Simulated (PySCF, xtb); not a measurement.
fluoro(fluorosilyl)silane (F2H4Si2), SMILES F[SiH2][SiH2]F.

The structure is a stationary point at r2SCAN-D4/def2-SVP. One conformer was computed; it need not be the lowest.

Method: IEF-PCM-ωB97X/def2-SVP in PySCF.

The values are the electrostatic part of the solvation free energy, E(continuum) − E(gas) at the gas-phase geometry, in a cavity of scaled van der Waals radii (PySCF's table); cavitation and dispersion terms are not included. In vacuum the orbital gap is 12.20 eV. The dipole moment in vacuum is 2.05 D.

Computed values in water (ε = 78.36), 2-propanol (ε = 19.26), dichloromethane (ε = 8.93):
```json
[
 {"solvent": "water", "ε": "78.36", "ΔG(elec) (kcal/mol)": "-2.9", "dipole (D)": "2.51", "gap (eV)": "12.23"},
 {"solvent": "2-propanol", "ε": "19.26", "ΔG(elec) (kcal/mol)": "-2.8", "dipole (D)": "2.48", "gap (eV)": "12.23"},
 {"solvent": "dichloromethane", "ε": "8.93", "ΔG(elec) (kcal/mol)": "-2.5", "dipole (D)": "2.43", "gap (eV)": "12.22"}
]
```

For comparison, GFN2-xTB/ALPB(water) (xtb, at the GFN2-xTB geometry, all terms of that model) gives 0.0 kcal/mol.
